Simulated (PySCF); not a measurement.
## MP for M along group 13

PBE0 with double-zeta basis sets in PySCF, for the lowest determinant that a PBE0 search found; no spin–orbit coupling. De refers to high-spin ground-configuration atoms. A positive dipole means M(−)P(+).

| M | basis | state (unpaired electrons) | Re (Å) | ωe (cm⁻¹) | De (eV) | μ (D) |
| --- | --- | --- | --- | --- | --- | --- |
| B | x2c-SVPall | triplet (σ ↑, π ↑) | 1.742 | 1000 | 3.63 | -0.23 |
| Ga | cc-pVDZ-PP/cc-pV(D+d)Z | triplet (π ↑↑) | 2.477 | 287 | 2.06 | -1.49 |
| In | x2c-SVPall | triplet (π ↑↑) | 2.644 | 260 | 1.95 | -1.84 |
| Tl | def2-SVP | triplet (π ↑↑) | 2.736 | 236 | 1.81 | -2.66 |

The shortest bond is that of BP (1.742 Å), the longest that of TlP (2.736 Å).

The rows differ in basis set, which adds steps of its own.

The state changes along the series, so neighbouring rows are not always alike in their bonding.

Spin–orbit coupling is left out, which matters for elements this heavy, above all for dissociation energies. States were picked by a PBE0 search and need not be the measured ground states.
